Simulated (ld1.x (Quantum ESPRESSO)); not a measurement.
# Varying the TM potential for lead

Base potential:

Pb, norm-conserving Troullier–Martins (Kleinman–Bylander form), made with ld1.x (Quantum ESPRESSO) 7.5 (PBEsol, scalar-relativistic). Core [Xe] 4f14, reference 5d10 6s2 6p2. Waves: 6s (bound): rc 1.45 bohr; 6p (bound): rc 2.65 bohr; 5f channel at 0.25 Ry: rc 2.85 bohr; 5d (bound): rc 1.60 bohr. Local part: the d channel. Core correction: Bessel-smoothed model core inside 0.70 bohr.

All-electron outer shells of the reference configuration (PBEsol, scalar-relativistic, ld1.x):

```tsv
shell	level (eV)	outermost node (bohr)	outermost maximum (bohr)
4f	-132.94	–	0.35
5p	-85.81	0.49	0.88
5d	-21.16	0.52	1.07
6s	-12.10	1.01	1.95
6p	-3.52	1.18	2.63
```

Cutoffs, loose and tight: the cutoffs (Ry, on a coarse ladder) from which the occupation-weighted sum of valence levels, in a spherical-Bessel basis at the reference potential, stays within 10 and 1 mRy of its value at 400 Ry. They do not see the model core or the augmentation charge, which bear on the density cutoff. Test errors are all-electron minus pseudo excitation energies from the reference, over the configurations 5d10 6s2 6p1; 5d10 6s2 6p0; 5d10 6s1 6p0; 5d10 6s0 6p4; 5d10 6s0 6p0; 5d10 6s2 6p2.3; 5d10 6s2 6p1.5. A dash means not determined; rows that change the core or the reference have their own tests.

A true bound ghost makes a file unfit for plane-wave use even where its test errors are small: the radial tests pick states by their node count and pass the ghost by.

```csv
change,outcome,"cutoff, loose","cutoff, tight",bound ghosts,largest test error (meV)
base,generated,90 Ry,180 Ry,"f, s, p",-99
core correction Bessel-smoothed model core inside 0.94 bohr,generated,90 Ry,180 Ry,"f, s, p",-96
reference 5d10 6s2 6p1,generated,90 Ry,180 Ry,"f, s, p",-96
wave 5f channel at 0.25 Ry: rc 2.85 bohr becomes 5f channel at 1.32 Ry: rc 2.85 bohr,generated,90 Ry,180 Ry,"f, s, p",-99
local potential the s channel,generated,90 Ry,180 Ry,none,-107
"type ultrasoft; waves now 6s (bound): rcut 1.25, rcutus 1.45 bohr; 6s channel at 0.55 Ry: rcut 1.25, rcutus 1.45 bohr; 6p (bound): rcut 2.30, rcutus 2.65 bohr; 6p channel at 1.5 Ry: rcut 2.30, rcutus 2.65 bohr; 5d (bound): rcut 1.40, rcutus 1.60 bohr; 5d channel at 0.7 Ry: rcut 1.40, rcutus 1.60 bohr; 5f channel at 0.25 Ry: rcut 2.50, rcutus 2.85 bohr; local potential all-electron potential smoothed inside 1.15 bohr (lloc = -1); augmentation PSQ, radius 0.90 bohr",failed: chargeps: negative rho,–,–,–,–
functional PBE,generated,90 Ry,180 Ry,"f, s, p",-101
```

Problem. What comes out with this change to the base: wave 5d (bound): rc 1.60 bohr becomes 5d (bound): rc 2.42 bohr?

Solution. outcome: failed: run_pseudo: Errors in PS-KS equation. Cause: the pseudo-atom solver did not find the valence states with the expected number of nodes, which is the usual sign of a ghost state.
